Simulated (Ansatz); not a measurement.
`COC(N)[SiH3]` → `CC(O)N[SiH3]`  (isomerisation)

Isolated molecules relaxed with PBE0-D4/def2-TZVP in Ansatz; ΔE leaves out vibrations. CCSD(T)/CBS is the MP2 limit (def2-TZVPP, def2-QZVPP) plus CCSD(T) − MP2 in def2-TZVPP, frozen cores. Functionals use def2-TZVPP. Each species was taken in one conformer, which may not be the lowest.

`COC(N)[SiH3]`:

Cartesian coordinates in Å:
```
C -0.216 2.115 0.073
O 0.567 0.947 0.144
C -0.190 -0.240 0.151
N -0.914 -0.421 -1.089
Si 1.043 -1.638 0.534
H 0.470 2.962 0.046
H -0.841 2.120 -0.825
H -0.863 2.206 0.957
H -0.946 -0.188 0.952
H -0.376 -0.890 -1.804
H -1.796 -0.895 -0.964
H 1.846 -1.382 1.758
H 1.942 -1.795 -0.641
H 0.273 -2.901 0.709
```

`CC(O)N[SiH3]`:

Cartesian coordinates in Å:
```
C -1.632 0.715 0.843
C -0.713 -0.188 0.053
O -1.403 -0.503 -1.145
N 0.567 0.417 -0.180
Si 2.059 -0.433 -0.244
H -1.191 0.948 1.812
H -1.794 1.646 0.293
H -2.601 0.236 0.992
H -0.529 -1.111 0.624
H -0.811 -1.020 -1.698
H 0.506 1.338 -0.588
H 2.230 -1.230 1.000
H 2.174 -1.392 -1.386
H 3.139 0.577 -0.377
```

CCSD(T)/CBS gives -1.40 eV.

Another level gave -1.45 eV. Which?
A. MP2/def2-TZVPP
B. PBE-D4/def2-TZVPP
C. ωB97X-V/def2-TZVPP
D. CCSD(T)/def2-TZVPP

A. MP2/def2-TZVPP -1.45, ωB97X-V -1.33, PBE-D4 -1.23, CCSD(T)/def2-TZVPP -1.38 eV.

Largest T1 diagnostic among the species: 0.012.

From PBE to PBE0 (25 % exact exchange), in def2-TZVPP and without D4, ΔE moves by −0.09 eV.
